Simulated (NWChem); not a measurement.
System: CH4O2Si, singlet; SMILES CO[Si]O

Input file for NWChem:

```
start job
memory heap 200 mb stack 900 mb global 1100 mb
geometry units angstroms noautoz
  Si    -0.620044    -0.615777     0.057931
  O      0.479486    -1.866285     0.010990
  H      1.414076    -1.600266    -0.042152
  O      0.452051     0.672554    -0.012490
  C      0.059302     2.038979    -0.005913
  H      0.510741     2.541869     0.856346
  H      0.418004     2.523667    -0.920558
  H     -1.031629     2.159763     0.049788
end
basis spherical
  * library def2-tzvp
end
dft
  xc xpbe96 cpbe96
  iterations 150
  mulliken
end
task dft energy
```

Low-valent species are run as closed-shell singlets; no triplet was tried in these runs. Geometry: optimised at B3LYP/6-31G* (spherical d).

Task: What results follow from this input? (PBE/def2-TZVP.) Quantities: energy (Ha); highest occupied level (eV); orbital gap (eV); dipole (D).

Result: 
```
Property                       Value
---------------------------  -------
energy (Ha)                  -480.24
highest occupied level (eV)    -5.93
orbital gap (eV)                3.97
dipole (D)                      2.11
```
